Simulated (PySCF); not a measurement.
**Ionisation energy of Ar(3+) by level of theory**

Ar(3+) [Ne] 3s2 3p3 [3p1/2^2 3p3/2^1, M_J = 3/2] → Ar(4+) [Ne] 3s2 3p2 [3p1/2^2, M_J = 0], as a difference of total energies. Computed with PySCF 2.14 in x2c-TZVPall-2c (5s6p2d1f, 40 functions), with the two-component X2C-1e Hamiltonian. Correlated levels: [Ne] frozen. "Screened" scales the spin-orbit matrix elements by Boettger's factors to mimic the two-electron term; Breit and QED terms are absent.

```json
{"method": "GHF (spin-free)", "ionisation energy (eV)": "58.621"}
{"method": "GMP2 (spin-free)", "ionisation energy (eV)": "59.159"}
{"method": "GHF (screened spin-orbit)", "ionisation energy (eV)": "58.528"}
{"method": "GMP2 (screened spin-orbit)", "ionisation energy (eV)": "59.067"}
```

Q: How much does correlation contribute at GMP2 (screened spin-orbit)?

A: 59.067 − (58.528) = 0.539 eV, measured against GHF (screened spin-orbit).

Errors of the correlated levels include the incompleteness of this basis and the frozen core.

The labels give the starting determinants; with spin-orbit coupling the two ends relaxed to ⟨J²⟩ = 3.75, ⟨L²⟩ = 0.00, ⟨S²⟩ = 3.75 and ⟨J²⟩ = 1.81, ⟨L²⟩ = 2.01, ⟨S²⟩ = 2.00.

The determinant of Ar(4+) mixes levels of different J (the jj label is only the starting occupation), so the difference between spin-free and spin-orbit rows is not the physical spin-orbit shift.

For comparison: 59.58 ± 0.18 eV (semi-empirical (NIST evaluation); NIST Atomic Spectra Database, ionization energies).
